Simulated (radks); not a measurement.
Species: Sc+. Configuration: [Ar] 3d1 4s1 (the NIST ground configuration).

All-electron calculation, Dirac Kohn-Sham, BLYP, spin-unpolarised, spherical densities, finite nucleus; open shells fill j = l - 1/2 first; Fermi nuclear charge, rms radius 3.5459 fm. Program: a radial shooting solver on a logarithmic mesh with Libxc functionals.

Energy parts (eV):
part                      energy
total                 -20791.271
kinetic                20975.492
electron-nucleus      -49273.775
Hartree                 8568.132
exchange-correlation   -1061.120

Orbitals (lengths in bohr, moments of r in powers of bohr; r(max) is where P^2 peaks):
| orbital | occ. | eigenvalue (eV) | r(max) | <r^4> | <r> | <1/r> |
|---|---|---|---|---|---|---|
| 1s1/2 | 2 | -4405.558 | 0.04780 | 0.0001326 | 0.07304 | 20.77 |
| 2s1/2 | 2 | -481.1820 | 0.2836 | 0.03454 | 0.3435 | 4.305 |
| 2p1/2 | 2 | -398.4324 | 0.2307 | 0.02783 | 0.3059 | 4.236 |
| 2p3/2 | 4 | -393.7834 | 0.2328 | 0.02865 | 0.3085 | 4.187 |
| 3s1/2 | 2 | -61.7746 | 0.9256 | 2.897 | 1.075 | 1.308 |
| 3p1/2 | 2 | -40.7668 | 0.9622 | 4.489 | 1.163 | 1.182 |
| 3p3/2 | 4 | -40.2527 | 0.9685 | 4.615 | 1.171 | 1.172 |
| 3d3/2 | 1 | -9.9180 | 1.087 | 37.18 | 1.707 | 0.7987 |
| 3d5/2 | 0 | -9.8851 | 1.089 | 37.55 | 1.711 | 0.7966 |
| 4s1/2 | 1 | -9.7495 | 2.893 | 253.8 | 3.351 | 0.3895 |
| 4p1/2 | 0 | -6.3306 | 3.532 | 598.9 | 4.125 | 0.3136 |
| 4p3/2 | 0 | -6.2910 | 3.552 | 610.4 | 4.146 | 0.3118 |

The highest occupied level is 4s1/2 at -9.750 eV. The configuration is held as typed, so some empty levels lie below it. Summed over all electrons, <r^2> = 29.91 bohr^2, which gives a Langevin (diamagnetic) susceptibility term of -23.7 x 10^-6 cm^3/mol. The electron density at the nucleus is 7263 e/bohr^3.
